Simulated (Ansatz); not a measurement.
Basis-set series for ClH₇OSi₃, SMILES `O[Si]([SiH3])([SiH3])Cl`. The species carries charge 0 and has multiplicity 1. The geometry is a stationary point of PBE0-D4/def2-TZVP. It is one conformer, not always the lowest.

```csv
functional,basis,functions,energy (Eh),HOMO (eV),LUMO (eV)
PBE0-D4,def2-SVP,121,-1407.12369,-7.51,-0.55
PBE0-D4,def2-QZVPP,547,-1407.73850,-7.58,-0.90
ωB97M-V,def2-SVP,121,-1407.58522,-9.42,1.29
ωB97M-V,def2-QZVPP,547,-1408.20061,-9.54,0.74
```

Give the rows for def2-TZVPP. (Estimate.)

Computed: 
```csv
functional,basis,functions,energy (Eh),HOMO (eV),LUMO (eV)
PBE0-D4,def2-TZVPP,297,-1407.69111,-7.56,-0.83
ωB97M-V,def2-TZVPP,297,-1408.15573,-9.52,0.90
```

Positive LUMOs are unbound and depend on the basis.
